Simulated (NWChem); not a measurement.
System: CdHSI; SMILES [SH][Cd][I]

```xyz
4

Cd     0.0117     0.8266     0.0000
I      0.0030    -1.7686     0.0000
S      0.0370     3.1746     0.0000
H     -1.3127     3.2658     0.0000
```
Atoms are numbered in this order, from 1.

Results from NWChem. Medium grid unless said otherwise, to which SCAN and Minnesota functionals are sensitive. Geometry: optimised at PBE0/def2-SVP. def2 effective core potentials on Cd, I; no spin-orbit coupling.

Task: Order these by “highest occupied level (eV)”, lowest first: RPBE/def2-SVP; B3LYP/def2-SVP; Hartree-Fock/def2-SVP.

Result: Hartree-Fock/def2-SVP (-9.89), B3LYP/def2-SVP (-7.01), RPBE/def2-SVP (-6.06)
